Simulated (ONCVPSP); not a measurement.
## An odd input for ONCVPSP 4.0.1 (Li)

Command:

```bash
oncvpsp.x < Li.dat > Li.out
```

Input:

```
# ATOM AND REFERENCE CONFIGURATION
# atsym  z   nc   nv     iexc    psfile
  Li 3.00    0    3        4      upf
#
#   n    l    f
    1    0    2.00
    2    0    0.50
    2    1    0.50
#
# PSEUDOPOTENTIAL AND OPTIMIZATION
# lmax
    2
#
#   l,   rc,      ep,       ncon, nbas, qcut
    0    1.35    0.00    4    7   11.60
    1    4.00    0.00    3    7    1.90
    2    4.10    0.19    4    7    2.00
#
# LOCAL POTENTIAL
# lloc, lpopt,  rc(5),   dvloc0
    4    5    1.05    3.00
#
# VANDERBILT-KLEINMAN-BYLANDER PROJECTORs
# l, nproj, debl
    0    2    2.80
    1    1    1.90
    2    2    2.60
#
# MODEL CORE CHARGE
# icmod, fcfact, rcfact
    0    0.00    0.00
#
# LOG DERIVATIVE ANALYSIS
# epsh1, epsh2, depsh
   -3.00    5.00    0.00
#
# OUTPUT GRID
# rlmax, drl
    6.00    0.01
#
# TEST CONFIGURATIONS
# ncnf
    4
# nvcnf
#   n    l    f
    3
    1    0    2.00
    2    0    1.00
    2    1    0.00
#
    3
    1    0    2.00
    2    0    0.00
    2    1    0.00
#
    3
    1    0    2.00
    2    0    0.50
    2    1    0.00
#
    3
    1    0    1.00
    2    0    1.00
    2    1    0.00
#
```

This is an input that runs to its end, with one change: depsh set to zero.

**Question.** How does the run end?

**Answer.** The program runs through. Ghost flags: none; the largest excitation error among the 4 tests with output is 1100 meV, as for the unchanged input.

```
      PSP excitation error=  1.71D-04

Test configuration 4

   n   l     f        eae           eps        diff
   1   0  1.0000   -3.15975617   -3.06932421    9.04D-02
   2   0  1.0000   -0.45571618   -0.45107815    4.64D-03

    Total energies and differences
      AE_ref= -7.41936403D+00  AE_tst= -4.93828910D+00  dif=  2.48D+00
      PS_ref= -7.20319720D+00  PS_tst= -4.76256098D+00  dif=  2.44D+00
      PSP excitation error=  4.04D-02
```
